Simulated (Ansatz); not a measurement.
Input for Ansatz (development build ahead of 0.2.0):

```yaml
crystal:
  periodic: [false, false, false]
  atoms:
    - { symbol: Ti, position_ang: [0.0, 0.0, 0.0] }
    - { symbol: F, position_ang: [1.78, 0.0, 0.0] }
    - { symbol: F, position_ang: [-0.89, 1.5415, 0.0] }
    - { symbol: F, position_ang: [-0.89, -1.5415, 0.0] }
basis:
  gaussian: { orbitals: pcseg-2 }
magnetization:
  spin_polarized: true
  initial_magnetization: 1
hamiltonian:
  xc: pbe
```

The input is written out in the form of the current development build from the run's settings.

Output:

- Converged: yes
- Total energy: -1148.86903 hartree
- Spin squared of the determinant: 0.752
- Stability test: minimum

Caution: other spin multiplicities were not run.
